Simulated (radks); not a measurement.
Effect of the nuclear size on the arsenic ion As+, [Ar] 3d10 4s2 4p2. Calculated with a radial shooting solver on a logarithmic mesh with Libxc functionals: Dirac Kohn-Sham, relativistic LDA (MacDonald-Vosko exchange, VWN5 correlation), spin-unpolarised, spherical densities, finite nucleus; open shells are shared between the two j in proportion to 2j + 1; Fermi nuclear charge, rms radius 4.0968 fm. The rms radius is varied about that value; shifts are against it.

rms radius (fm),total energy shift (eV),density at nucleus (e/bohr^3),1s1/2 shift (meV),2s1/2 shift (meV),3p1/2 shift (meV),4s1/2 shift (meV)
3.4167,-0.120,3.564e+04,-50.7,-4.99,0.080,-0.065
3.8264,-0.0501,3.537e+04,-21.2,-2.09,0.033,-0.027
4.0968,0,3.521e+04,0.000,0.000,0.000,0.000
4.4942,0.0794,3.499e+04,33.6,3.31,-0.053,0.043
4.6663,0.116,3.49e+04,49.0,4.82,-0.077,0.063

Slopes of the eigenvalues against <r^2> in GHz/fm^2, as finite differences over the two radii next to the reference (eigenvalue slopes, not the field-shift constants of lines): 1s1/2 2380, 2s1/2 235, 3p1/2 -3.74, 4s1/2 3.05.
